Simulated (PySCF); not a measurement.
Excitation energy of Dy by level of theory

Dy [Xe] 4f10 6s2 (high-spin determinant) → Dy [Xe] 4f9 5d1 6s2 (high-spin determinant), as a difference of total energies. Computed with PySCF 2.14 in cc-pVDZ-X2C (8s7p5d3f1g, 84 functions), with the spin-free X2C one-electron Hamiltonian (Gaussian nucleus). Correlated levels: valence: [Kr] 4d10 frozen. The calculations carry no spin-orbit coupling.

| method | excitation energy (eV) |
| --- | --- |
| UHF | -2.189 |
| MP2 (valence) | 0.860 |
| SCS-MP2 (valence) | 0.691 |
| CCSD (valence) | 0.013 |
| CCSD(T) (valence) | 0.231 |

Task: How much does correlation contribute at CCSD(T) (valence)?

Result: 0.231 − (-2.189) = 2.420 eV, measured against UHF.

A first-order spin-orbit estimate (lowest level to lowest level, LS coupling) adds 0.216 eV.

The determinant of the lower state and of the upper state mixes LS terms, which raises its energy above the lowest term, most at the Hartree-Fock and MP2 levels.
